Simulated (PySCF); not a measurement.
Si(H)2(Cl)(Et), SMILES CC[SiH2]Cl (C₂H₇ClSi), singlet, B3LYP/def2-SVP optimised geometry.

```
11

Si     0.56     0.07     0.00
Cl    -0.08    -0.82     1.78
C     -0.11    -0.89    -1.47
C     -1.64    -0.99    -1.55
H      0.06     1.48     0.00
H      2.05     0.07     0.00
H      0.30    -0.40    -2.38
H      0.35    -1.90    -1.44
H     -2.10     0.00    -1.63
H     -1.96    -1.58    -2.43
H     -2.05    -1.48    -0.65
```

Density from B3LYP/def2-TZVP (PySCF) at that geometry.

Minimum of the electron density along straight lines between bonded atoms, close to the bond critical point (lines longer than 1.1 times the sum of covalent radii, or with two minima, are not listed):

| bond | length / Å | ρ at the minimum / e bohr⁻³ | ∇²ρ there / e bohr⁻⁵ | position (fraction from the first atom) |
|---|---|---|---|---|
| Si1–Cl2 | 2.092 | 0.093 | 0.19 | 0.36 |
| Si1–C3 | 1.882 | 0.125 | 0.14 | 0.39 |
| C3–C4 | 1.535 | 0.238 | -0.57 | 0.50 |
| Si1–H5 | 1.490 | 0.123 | 0.13 | 0.49 |
| Si1–H6 | 1.489 | 0.123 | 0.13 | 0.49 |
| C3–H7 | 1.107 | 0.266 | -0.87 | 0.64 |
| C3–H8 | 1.105 | 0.268 | -0.88 | 0.64 |
| C4–H9 | 1.103 | 0.273 | -0.92 | 0.64 |
| C4–H10 | 1.102 | 0.273 | -0.92 | 0.64 |
| C4–H11 | 1.101 | 0.274 | -0.93 | 0.64 |
